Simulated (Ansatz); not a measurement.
Species: CH3F2Si, SMILES `F[C](F)[SiH3]` (charge 0, multiplicity 2), formula CH3F2Si.

Q: How many basis functions does frozen-core CCSD(T)/def2-TZVPP // B3LYP-D3(BJ)/def2-TZVP run with Ansatz (an electronic-structure program) use, how many core orbitals are frozen, and how many electrons are correlated?

A: 177 basis functions and 8 frozen orbitals, which leaves 25 correlated electrons. Core time is of the order of minutes.
